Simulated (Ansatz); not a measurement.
`[SiH3]C1N[SiH2]1` + H₂O → `OC1N[SiH2]1` + SiH₄ at 600 K and 1 bar (formal hydrolysis of a C–Si bond).

Gas-phase electronic energies from Ansatz, PBE0-D4/def2-TZVP geometries. CCSD(T)/CBS adds triple-zeta CCSD(T) − MP2 to the extrapolated MP2 energy (def2 sets, frozen cores). This one scheme is used for every species. One conformer a species, not always the lowest.

```csv
species,CCSD(T)/CBS energy (Eh),H − E (kJ/mol),S (J/(mol·K))
`[SiH3]C1N[SiH2]1`,-675.07855,255.0,417.3
H₂O,-76.37941,76.8,212.8
`OC1N[SiH2]1`,-459.96233,216.0,373.3
SiH₄,-291.46306,108.7,242.3
```

H − E and S are ideal-gas, rigid-rotor, harmonic terms from PBE0-D4/def2-TZVP, for one conformer and one mirror image of each species. 1 Eh = 2625.50 kJ/mol, R = 8.31446 J/(mol·K).

Task: By hand: ΔE, ΔH, ΔS and ΔG.

Result: ΔE = (-459.96233) + (-291.46306) − (-675.07855) − (-76.37941) = 0.03257 Eh = 85.5 kJ/mol. Δ(H − E) = 216.0 + 108.7 − 255.0 − 76.8 = -7.1, so ΔH = 78.4 kJ/mol. ΔS = 373.3 + 242.3 − 417.3 − 212.8 = -14.5 J/(mol·K). ΔG = 78.4 − 600 × (-14.5)/1000 = 87.1 kJ/mol.

Task: By hand: the equilibrium constant, and the temperature at which ΔG would vanish if ΔH and ΔS stayed fixed.

Result: log₁₀ K = −ΔG/(RT ln 10) = -7.6. ΔH and −TΔS have one sign here, so there is no such temperature.

The number of gas molecules stays the same, so ΔS is small and ΔH decides. A doubt of 5 kJ/mol in ΔE shifts log₁₀ K by 0.4 here. Other conformers and mirror images would add mixing entropy, several J/(mol·K) or more a flexible species. These are equilibria of isolated gas molecules and say nothing of rates. Largest T1 diagnostic: 0.013 (customary marks: 0.02 for closed shells, 0.045 for open ones).
